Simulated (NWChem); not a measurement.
System: BHSF$_{2}$; SMILES FB(S)F

```xyz
5

B      0.0154    -0.4665     0.0000
F      1.1598    -1.1440     0.0000
F     -1.1264    -1.1529     0.0000
S      0.0575     1.3456     0.0000
H     -1.2977     1.4746     0.0000
```
Atoms are numbered in this order, from 1.

Computed with NWChem. Geometry: optimised at PBE-D3(BJ)/def2-SVP. Level PBE0/def2-TZVP: energy and gradient; each run changes one setting, and changes count from the defaults (medium grid, exact Coulomb integrals, symmetry on).

Task: Which setting moves the energy most, and by about how much (tight SCF thresholds and tolerances; symmetry off; defaults; coarse grid)?

Result: coarse grid, by about 50 μHa.
```
setting                              size of the energy change (μHa)  largest change of a gradient component (μHa/bohr)
-----------------------------------  -------------------------------  -------------------------------------------------
defaults                                                        < 10                                               < 30
symmetry off                                                    < 10                                        other frame
tight SCF thresholds and tolerances                             < 10                                                100
coarse grid                                                       50                                                200
```
